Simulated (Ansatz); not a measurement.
The cluster In₆Sb₄Br₆, relaxed as a singlet with RKS PBE-D4/def2-SVP in Ansatz, starting from the GFN1-xTB geometry. Force threshold 0.03 eV/Å.

In the def2 sets In, Sb take a core potential; there is no spin–orbit coupling. Single mean-field runs in def2-SVP are fitted with def2-universal-jkfit. The restricted singlet is unstable towards broken spin symmetry in Hartree–Fock (as tested in another run); at PBE-D4/def2-SVP this wasn't settled. Another isomer (singlet) lies 0.81 eV lower at PBE0-D4/def2-TZVP; other spin states weren't run for this one.

Start:

```tsv
atom	x (Å)	y (Å)	z (Å)
In1	-0.4238	-0.9262	-1.3720
In2	-0.7293	-2.4939	1.2434
In3	0.9522	-3.6858	-1.1819
In4	-2.2990	2.5343	-1.4724
In5	3.3621	-1.6215	1.4802
In6	0.5994	3.2104	-1.0856
Sb7	-1.2277	1.0535	1.0263
Sb8	-2.9900	-0.9204	0.1506
Sb9	1.4676	0.5130	0.2747
Sb10	0.5217	-0.3212	2.6756
Br11	3.4755	-2.5093	-1.2161
Br12	-0.7903	4.7965	0.6310
Br13	-1.5296	0.5372	-3.4232
Br14	1.7024	-4.0333	1.6307
Br15	-4.6336	1.0506	-0.5020
Br16	2.5425	2.8163	1.1406
```

| step | energy (eV) | largest force component (eV/Å) | SCF passes |
| --- | --- | --- | --- |
| 1 | -477377.5939 | 2.031 | 23 |
| 2 | -477378.5532 | 0.632 | 28 |
| 3 | -477378.9507 | 0.402 | 28 |
| 4 | -477379.1198 | 0.210 | 25 |
| 5 | -477379.2812 | 0.197 | 29 |
| 6 | -477379.4079 | 0.155 | 29 |
| 7 | -477379.5151 | 0.117 | 25 |
| 8 | -477379.6134 | 0.124 | 24 |
| 9 | -477379.7004 | 0.138 | 24 |
| 10 | -477379.7995 | 0.105 | 24 |
| 11 | -477379.8757 | 0.136 | 23 |
| 12 | -477379.9164 | 0.109 | 24 |
| 13 | -477379.9399 | 0.103 | 23 |
| 14 | -477379.9528 | 0.073 | 23 |
| 15 (rejected) | -477379.9053 | 0.259 | 24 |
| 16 | -477379.9564 | 0.092 | 23 |
| 17 | -477379.9620 | 0.018 | 23 |

Force components are those of the run's own axes.

End:

Cartesian coordinates in Å:
```
In -0.608 -0.895 -1.060
In -0.762 -2.565 1.840
In 1.499 -3.209 -1.869
In -3.323 2.907 -2.322
In 3.217 -2.860 2.055
In 0.956 3.723 -1.852
Sb -1.001 1.020 1.626
Sb -2.987 -0.918 0.539
Sb 1.675 0.365 0.415
Sb 1.033 -0.550 3.049
Br 3.886 -2.105 -0.685
Br -1.493 4.132 -0.433
Br -0.932 0.949 -2.988
Br 1.045 -4.600 0.770
Br -4.374 1.468 0.059
Br 2.168 3.138 0.858
```

Bonds lost: In4–Sb7, In5–Sb9, In6–Sb9 (atoms count from 1). Bonds formed: In4–Br12 (atoms count from 1). Metal–metal contacts that move far: In4–In6 3.00 to 4.38 Å, In2–In3 3.18 to 4.39 Å.

No frequencies were taken in this run, so the end may be a saddle point.

Run time 96 s (2 threads of AMD EPYC 7R13 on a shared host and a share (18 GiB) of an NVIDIA H100 80GB HBM3), peak host memory 1.1 GiB.
